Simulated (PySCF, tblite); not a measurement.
Compound: C6H10BClO.
Structure used (GFN2-xTB), in Å, numbered top down from 1:
```xyz
19
C6H10BClO angstrom
C      4.0386    0.0939   -0.8067
C      2.7669   -0.1001   -0.1559
C      1.7006   -0.2677    0.3925
B      0.3835   -0.4912    1.0550
C     -0.9543   -0.2609    0.2038
C     -0.9234    1.0728   -0.5581
Cl    -1.8353    1.0459   -2.1018
O     -2.0922   -0.3796    1.0402
C     -3.3183   -0.5573    0.3723
H      3.9045    0.2244   -1.8805
H      4.6813   -0.7678   -0.6273
H      4.5257    0.9799   -0.3991
H      0.3073   -0.8698    2.1562
H     -0.9783   -1.0726   -0.5500
H      0.0979    1.3359   -0.8278
H     -1.3628    1.8580    0.0567
H     -3.2644   -1.3863   -0.3444
H     -3.6355    0.3454   -0.1595
H     -4.0518   -0.7936    1.1421
```

Jobs on this species (19 atoms, 76 electrons) with PySCF (density fitting) and tblite. Hardware of each: one thread of an Intel Xeon at 2.70 GHz, on a shared host. Other jobs ran on the host; a repeat could differ by tens of per cent or more.

```
level and settings                                     work  basis functions  SCF cycles  wall time
          GFN2-xTB                        L-BFGS relaxation                –           –          ?
     PBE0/pcSseg-1  shieldings, charges and field gradients              210          14       86 s
          GFN2-xTB            Hessian by finite differences                –           –      1.5 s
```

Q: Fill in the missing figures.

A: 
- GFN2-xTB; L-BFGS relaxation: 2.4 s

Q: What do all jobs in the table cost together?

A: About 90 s; the longest takes about 96 % of that, and about 57 times as long as the shortest.
